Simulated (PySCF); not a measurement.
SMILES Fc1ccccc1Cl, singlet, GFN2-xTB optimised geometry.

```
12

F     -1.34    -2.09     0.00
C     -0.67    -0.92     0.00
C     -1.39     0.26     0.00
C     -0.71     1.46     0.00
C      0.68     1.48     0.00
C      1.39     0.29     0.00
C      0.72    -0.92     0.00
Cl     1.59    -2.41     0.00
H     -2.47     0.22     0.00
H     -1.26     2.39     0.00
H      1.21     2.41     0.00
H      2.47     0.29     0.00
```

Density from PySCF with CAM-B3LYP/def2-TZVP at that geometry.

Minimum of the electron density along straight lines between bonded atoms, close to the bond critical point (lines longer than 1.1 times the sum of covalent radii, or with two minima, are not listed):

```json
[
 {"bond": "F1–C2", "length / Å": "1.344", "ρ at the minimum / e bohr⁻³": "0.267", "∇²ρ there / e bohr⁻⁵": "-0.12", "position (fraction from the first atom)": "0.67"},
 {"bond": "C2–C3", "length / Å": "1.383", "ρ at the minimum / e bohr⁻³": "0.328", "∇²ρ there / e bohr⁻⁵": "-1.00", "position (fraction from the first atom)": "0.53"},
 {"bond": "C3–C4", "length / Å": "1.384", "ρ at the minimum / e bohr⁻³": "0.323", "∇²ρ there / e bohr⁻⁵": "-0.97", "position (fraction from the first atom)": "0.51"},
 {"bond": "C4–C5", "length / Å": "1.385", "ρ at the minimum / e bohr⁻³": "0.324", "∇²ρ there / e bohr⁻⁵": "-0.98", "position (fraction from the first atom)": "0.50"},
 {"bond": "C5–C6", "length / Å": "1.384", "ρ at the minimum / e bohr⁻³": "0.324", "∇²ρ there / e bohr⁻⁵": "-0.97", "position (fraction from the first atom)": "0.49"},
 {"bond": "C2–C7", "length / Å": "1.390", "ρ at the minimum / e bohr⁻³": "0.325", "∇²ρ there / e bohr⁻⁵": "-0.98", "position (fraction from the first atom)": "0.51"},
 {"bond": "C6–C7", "length / Å": "1.387", "ρ at the minimum / e bohr⁻³": "0.323", "∇²ρ there / e bohr⁻⁵": "-0.96", "position (fraction from the first atom)": "0.48"},
 {"bond": "C3–H9", "length / Å": "1.078", "ρ at the minimum / e bohr⁻³": "0.289", "∇²ρ there / e bohr⁻⁵": "-1.05", "position (fraction from the first atom)": "0.65"},
 {"bond": "C4–H10", "length / Å": "1.079", "ρ at the minimum / e bohr⁻³": "0.290", "∇²ρ there / e bohr⁻⁵": "-1.05", "position (fraction from the first atom)": "0.65"},
 {"bond": "C5–H11", "length / Å": "1.079", "ρ at the minimum / e bohr⁻³": "0.290", "∇²ρ there / e bohr⁻⁵": "-1.05", "position (fraction from the first atom)": "0.65"},
 {"bond": "C6–H12", "length / Å": "1.078", "ρ at the minimum / e bohr⁻³": "0.291", "∇²ρ there / e bohr⁻⁵": "-1.06", "position (fraction from the first atom)": "0.65"}
]
```
